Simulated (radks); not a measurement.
Values are calculated unless marked as measured or tabulated.
All-electron atom: Ga VIII in [Ar] 3d6 (the NIST ground configuration). Level of theory: scalar-relativistic Kohn-Sham, PBE, spin-polarised, spherical densities, finite nucleus; open shells are filled with parallel spins first; Fermi nuclear charge, rms radius 3.9973 fm (a radial shooting solver on a logarithmic mesh with Libxc functionals). Some entries of the table are withheld. Estimate them.

| orbital | occ. | eigenvalue (hartree) | <1/r> (bohr^-1) | <r^2> (bohr^2) |
|---|---|---|---|---|
| 1s up | 1 | -381.5893 | 31.30 | 0.003179 |
| 1s down | 1 | -381.5893 | 31.30 | 0.003179 |
| 2s up | 1 | -52.19826 | 6.842 | 0.05600 |
| 2s down | 1 | -52.05771 | 6.855 | 0.05579 |
| 2p up | 3 | -46.16962 | (1) | (2) |
| 2p down | 3 | -46.06447 | (3) | (4) |
| 3s up | 1 | -10.82114 | 2.279 | 0.4490 |
| 3s down | 1 | -10.58337 | 2.265 | 0.4534 |
| 3p up | 3 | -8.96949 | (5) | 0.4741 |
| 3p down | 3 | -8.73381 | (6) | 0.4808 |
| 3d up | 5 | -5.95400 | 1.920 | 0.5064 |
| 3d down | 1 | -5.70962 | 1.898 | 0.5242 |

Answer. 
(1) 2p up <1/r> (bohr^-1): 6.709
(2) 2p up <r^2> (bohr^2): 0.04463
(3) 2p down <1/r> (bohr^-1): 6.721
(4) 2p down <r^2> (bohr^2): 0.04442
(5) 3p up <1/r> (bohr^-1): 2.152
(6) 3p down <1/r> (bohr^-1): 2.135
